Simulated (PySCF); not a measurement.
Cl₂Se, charge +1, doublet, geometry from GFN2-xTB (a state made from the parent by changing its charge; the spin is typed, not shown lowest); TPSS/6-31G* in PySCF.

PySCF was given this input:
```python
from pyscf import gto, scf, dft

mol = gto.Mole()
mol.atom = '''
    Se    0.00125977    0.00114573    0.64595924
    Cl    1.04566240    1.26466714   -0.65024613
    Cl   -1.04818193   -1.26695861   -0.64167234
'''
mol.basis = '6-31g*'
mol.charge = 1
mol.spin = 1
mol.verbose = 5
mol.build()

mf = dft.UKS(mol)
mf.xc = 'tpss'
mf.kernel()
```

Question: What does PySCF print? Leave out banner, timings and long lists.

Answer: 
```
PySCF version 2.14.0

[INPUT] verbose = 5
[INPUT] max_memory = 4000
[INPUT] num. atoms = 3
[INPUT] num. electrons = 67
[INPUT] charge = 1
[INPUT] spin (= nelec alpha-beta = 2S) = 1
[INPUT] symmetry False subgroup None
[INPUT] Mole.unit = angstrom
[INPUT] Symbol           X                Y                Z      unit          X                Y                Z       unit  Magmom
[...]
[INPUT] ---------------- BASIS SET ----------------
[INPUT] l, kappa, [nprim/nctr], expnt,             c_1 c_2 ...
[INPUT] Se
[...]
                                16070.76          0.01320324
                                3661.226          0.06520494
                                1032.673          0.2273787
                                331.3339          0.4771451
                                113.547           0.3575553
[...]
                                551.6849          0.03019493
                                179.4401          0.1258828
                                68.13044          -0.004373809
                                28.03062          -0.6043277
                                11.66572          -0.48612
[...]
                                35.61545          0.05675608
                                15.13135          0.2651243
                                6.646923          -0.1670582
                                2.972805          -0.7188737
                                1.316707          -0.3221907
[...]
                                0.647159          -0.2129616
                                0.257987          -0.9545384
[...]
                                551.6849          0.03015145
                                179.4401          0.1325614
                                68.13044          0.3443419
                                28.03062          0.4639237
                                11.66572          0.2068198
[...]
                                35.61545          -0.03014441
                                15.13135          0.04776411
                                6.646923          0.3663827
                                2.972805          0.4940086
                                1.316707          0.2100109
[...]
                                0.647159          0.3357291
                                0.257987          0.7301815
[...]
                                15.54808          0.3746449
                                4.989394          0.7071645
[...]
[INPUT] Cl
[...]
                                3780.35           0.014034
                                860.474           0.069097
                                242.145           0.237452
                                77.3349           0.483034
                                26.247            0.339856
[...]
                                116.984           -0.030714
                                37.4153           -0.112528
                                13.7834           0.045016
                                5.45215           0.589353
                                2.22588           0.465206
[...]
                                1.14427           0.061589
                                0.420377          1.06018
[...]
                                116.984           0.030318
                                37.4153           0.12988
                                13.7834           0.327951
                                5.45215           0.453527
                                2.22588           0.252154
[...]
                                1.14427           0.323572
                                0.420377          0.743507
[...]
nuclear repulsion = 339.26634536893
number of shells = 28
number of NR pGTOs = 197
number of NR cGTOs = 68
basis = 6-31g*
ecp = {}

******** <class 'pyscf.dft.uks.UKS'> ********
method = UKS
initial guess = minao
damping factor = 0
level_shift factor = 0
DIIS = <class 'pyscf.scf.diis.CDIIS'>
diis_start_cycle = 1
diis_space = 8
diis_damp = 0
SCF conv_tol = 1e-09
[...]
 -5.19955327e+01 -5.19943693e+01 -5.19915056e+01 -9.52350058e+00
 -9.52347899e+00 -7.99066959e+00 -7.30538329e+00 -7.30536372e+00
 -7.29259167e+00 -7.29259043e+00 -7.29244447e+00 -7.29242560e+00
 -5.95151883e+00 -5.94697674e+00 -5.93831588e+00 -2.33678815e+00
 -2.33646229e+00 -2.32907513e+00 -2.32562760e+00 -2.32430541e+00
 -1.10254747e+00 -1.03669589e+00 -8.74707559e-01 -6.78074944e-01
 -6.36495544e-01 -5.97802649e-01 -5.51289000e-01 -5.45475645e-01
 -5.41074023e-01 -4.49290461e-01 -3.55529063e-01 -3.41918578e-01
 -5.31095485e-02 -2.40688367e-02  1.07567313e-02  4.09105142e-02
  1.07704377e-01  1.39805569e-01  1.40254456e-01  1.53558113e-01
  1.59018436e-01  2.17525616e-01  2.53797691e-01  2.56368101e-01
  2.69861059e-01  2.79048214e-01  2.93081782e-01  3.91956393e-01
  4.24785245e-01  5.56664962e-01  5.58154321e-01  5.60662048e-01
  5.65570418e-01  5.71859481e-01  6.33350065e-01  6.37994607e-01
  6.90862832e-01  8.77671807e-01  9.66053625e-01  3.84310310e+00
  3.84857806e+00  3.86405212e+00  3.96223726e+00  4.05853389e+00]
multiplicity <S^2> = 0.75146261  2S+1 = 2.0014621
nelec by numeric integration = [34.00000009 33.00000016]
E1 = -5270.294570285478  E2 = 1609.7757924317652  Ecoul = 1753.0934046347681  Exc = -143.31761220300285
cycle= 11 E= -3321.25243248478  delta_E= -7.46e-11  |g|= 1.68e-06  |ddm|= 1.89e-05
  alpha mo_energy =
[-4.53137771e+02 -1.01271575e+02 -1.01271568e+02 -5.79215662e+01
 -5.19960289e+01 -5.19948494e+01 -5.19939385e+01 -9.52459602e+00
 -9.52457420e+00 -7.99256968e+00 -7.30589292e+00 -7.30587317e+00
 -7.29635952e+00 -7.29635818e+00 -7.29309768e+00 -7.29307868e+00
 -5.95252122e+00 -5.94794836e+00 -5.94274515e+00 -2.33763136e+00
 -2.33751307e+00 -2.33319566e+00 -2.32972229e+00 -2.32924548e+00
 -1.11171550e+00 -1.04319755e+00 -8.92694314e-01 -6.83544024e-01
 -6.44342352e-01 -6.23672763e-01 -5.61810988e-01 -5.55455988e-01
 -5.43700118e-01 -4.85890769e-01 -3.65184982e-01 -3.50361689e-01
 -6.59235723e-02 -2.84926409e-02  4.22098226e-03  2.41797827e-02
  1.02962900e-01  1.16328974e-01  1.34712855e-01  1.36065307e-01
  1.41261668e-01  2.15188448e-01  2.45261919e-01  2.45983363e-01
  2.61909541e-01  2.77101598e-01  2.89060953e-01  3.74755632e-01
  4.21184390e-01  5.44400754e-01  5.45867795e-01  5.52366554e-01
  5.52724469e-01  5.65858366e-01  6.17014194e-01  6.22655974e-01
  6.87395365e-01  8.67910711e-01  9.59204287e-01  3.83446130e+00
  3.83974923e+00  3.86044387e+00  3.95291816e+00  4.05559219e+00]
  beta  mo_energy =
[-4.53136395e+02 -1.01270235e+02 -1.01270228e+02 -5.79211290e+01
 -5.19955310e+01 -5.19943675e+01 -5.19915039e+01 -9.52350094e+00
 -9.52347934e+00 -7.99066818e+00 -7.30538369e+00 -7.30536412e+00
 -7.29259206e+00 -7.29259073e+00 -7.29244481e+00 -7.29242593e+00
 -5.95151744e+00 -5.94697533e+00 -5.93831445e+00 -2.33678676e+00
 -2.33646090e+00 -2.32907372e+00 -2.32562619e+00 -2.32430400e+00
 -1.10254737e+00 -1.03669612e+00 -8.74707282e-01 -6.78075034e-01
 -6.36495212e-01 -5.97802540e-01 -5.51289126e-01 -5.45475890e-01
 -5.41074276e-01 -4.49290149e-01 -3.55528867e-01 -3.41918136e-01
 -5.31092406e-02 -2.40684844e-02  1.07572938e-02  4.09109369e-02
  1.07704770e-01  1.39805386e-01  1.40254890e-01  1.53557955e-01
  1.59018942e-01  2.17525622e-01  2.53797619e-01  2.56368101e-01
  2.69861094e-01  2.79048028e-01  2.93081775e-01  3.91956561e-01
  4.24785495e-01  5.56664638e-01  5.58153994e-01  5.60661681e-01
  5.65570107e-01  5.71859143e-01  6.33349835e-01  6.37994334e-01
  6.90862701e-01  8.77671709e-01  9.66053591e-01  3.84310432e+00
  3.84857927e+00  3.86405331e+00  3.96223848e+00  4.05853508e+00]
multiplicity <S^2> = 0.75146262  2S+1 = 2.0014621
nelec by numeric integration = [34.00000009 33.00000016]
E1 = -5270.294506188461  E2 = 1609.7757283347628  Ecoul = 1753.0933407321897  Exc = -143.31761239742707
Extra cycle  E= -3321.25243248477  delta_E= 1.46e-11  |g|= 4.04e-06  |ddm|= 7.96e-06
converged SCF energy = -3321.25243248477  <S^2> = 0.75146262  2S+1 = 2.0014621
```
